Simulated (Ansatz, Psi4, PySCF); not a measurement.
AlCl4 (SMILES [Cl][Al-]([Cl])([Cl])[Cl]), charge -1, singlet, at a GFN2-xTB geometry (such geometries of metal compounds can be far from the true shape). Base run: CCSD(T)/STO-3G (PySCF).

The PySCF input:
```python
from pyscf import gto, scf, cc

mol = gto.Mole()
mol.atom = '''
    Cl   -1.658394   -0.370894   -1.257305
    Al    0.000000    0.000000    0.000000
    Cl    0.008122    2.034526    0.573836
    Cl    1.785907   -0.446130   -1.039304
    Cl   -0.135634   -1.217501    1.722772
'''
mol.basis = 'sto-3g'
mol.charge = -1
mol.spin = 0
mol.verbose = 4
mol.build()

mf = scf.RHF(mol)
mf.kernel()

mycc = cc.CCSD(mf)
mycc.kernel()
et = mycc.ccsd_t()
print('E(CCSD(T)) = %.10f' % (mycc.e_tot + et))
```

The same geometry, method and basis name were run in Ansatz (a program for electronic structure) and Psi4 and PySCF, at each program's defaults and at the settings that a row names. The base is PySCF at its defaults. Differences at the defaults can come from grids, fitting, cores and function types together.

```tsv
code and settings	ΔE vs base (µEh)	basis functions	E (Eh)	SCF cycles
PySCF, defaults (exact integrals, spherical functions, all electrons correlated)	0.0	45	-2057.75944	7
Psi4, defaults (exact integrals, spherical functions, all electrons correlated)	0.0	45	-2057.75944	8
Ansatz, defaults (factorised integrals, spherical functions, frozen core)	8633	45	-2057.75081	-
PySCF, frozen core	8622	45	-2057.75082	7
Psi4, exact integrals, spherical functions, frozen core	8622	45	-2057.75082	8
Ansatz, high accuracy, frozen core	8622	45	-2057.75082	-
```
